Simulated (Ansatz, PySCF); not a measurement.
C3H8In (SMILES C[CH2][In+][CH3]), charge +1, singlet, at a GFN2-xTB geometry (such geometries of metal compounds can be far from the true shape) (all electrons, no relativity). Base run: PySCF with CASSCF(6,4)/STO-3G.

Input for PySCF:
```python
from pyscf import gto, scf, mcscf
import numpy

mol = gto.M(
    atom='''
In   -0.143255    0.167411    0.291002
C    -1.083275    1.901021    1.505086
H    -1.500937    1.458174    2.408506
H    -1.852433    2.347435    0.875920
H    -0.279516    2.601819    1.728231
C     0.819210   -1.671130   -0.887100
C     1.134403   -1.316500   -2.309954
H     0.049352   -2.438405   -0.785902
H     1.701391   -1.895270   -0.284544
H     1.870525   -0.512870   -2.382035
H     0.240185   -1.046875   -2.876297
H     1.568876   -2.197511   -2.791174
''',
    basis='sto-3g',
    charge=1,
    spin=0,
    verbose=4,
)

mf = scf.RHF(mol)
mf.kernel()
mc = mcscf.CASSCF(mf, 4, 6)
mc.fix_spin_(ss=0.0)
mc.kernel()
occ = numpy.linalg.eigvalsh(mc.fcisolver.make_rdm1(mc.ci, mc.ncas, mc.nelecas))[::-1]
ss = mc.fcisolver.spin_square(mc.ci, mc.ncas, mc.nelecas)[0]
print('natural occupations', occ.round(4), ' <S^2>', round(ss, 4))
```

Programs used: Ansatz (an electronic-structure program), PySCF; a row that names a program was run with it.

Each row names what was changed in the base input (with any setting that the change needs).

```
change                                                ΔE vs base (kcal/mol)                      natural occupations  <S^2> of the state        outcome
----------------------------------------------------  ---------------------  ---------------------------------------  ------------------  -------------
base                                                                  0.000                      2.00 2.00 1.94 0.06                0.00      converged
orbitals = fixed (CASCI)                                              12.21                      2.00 2.00 1.99 0.01                0.00      converged
active space = 8 electrons, 8 orbitals                               -36.78  1.98 1.98 1.97 1.92 0.09 0.03 0.02 0.02                0.00      converged
conv_tol = 1e-5                                                       0.001                      2.00 2.00 1.94 0.06                0.00      converged
code = ansatz                                                         0.006                                        -                   -      converged
start = MP2 natural orbitals                                              -                                        -                   -  not converged
active space = 4 electrons, 3 orbitals                                0.199                           2.00 1.94 0.06                0.00      converged
orbitals = fixed (CASCI); correction = SC-NEVPT2                     -104.3                      2.00 2.00 1.99 0.01                0.00      converged
state_average = 2 states                                              14.58                                        -                   -      converged
code = ansatz; correction = SC-NEVPT2, all electrons                 -107.5                                        -                   -      converged
correction = SC-NEVPT2                                               -107.2                      2.00 2.00 1.94 0.06                0.00      converged
```

Active orbitals are taken around the Fermi level unless the row says otherwise; CASSCF can end in different local minima, and two programs can end on different orbitals. State-averaged rows give the lowest state.
